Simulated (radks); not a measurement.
Question: Rb, configuration [Kr] 5s1. All-electron calculation, Dirac Kohn-Sham, PBE, spin-unpolarised, spherical densities, finite nucleus; Fermi nuclear charge, rms radius 4.2036 fm. Program: a radial shooting solver on a logarithmic mesh with Libxc functionals.

Spin-orbit splittings of the eigenvalues, e(l+1/2) - e(l-1/2), with zeta = 2 splitting/(2l+1) and mean radii in bohr:

| shell | occ. | splitting (eV) | zeta (eV) | <r> j=l-1/2 | <r> j=l+1/2 |
|---|---|---|---|---|---|
| 2p | 6 | 60.78 | 40.52 | 0.1523 | 0.1563 |
| 3p | 6 | 9.130 | 6.087 | 0.5116 | 0.5221 |
| 3d | 10 | 1.550 | 0.6200 | 0.5231 | 0.5269 |
| 4p | 6 | ? | ? | 1.701 | 1.740 |

Estimate the 4p splitting.

Answer: 0.8786 eV (zeta = 0.5857 eV).
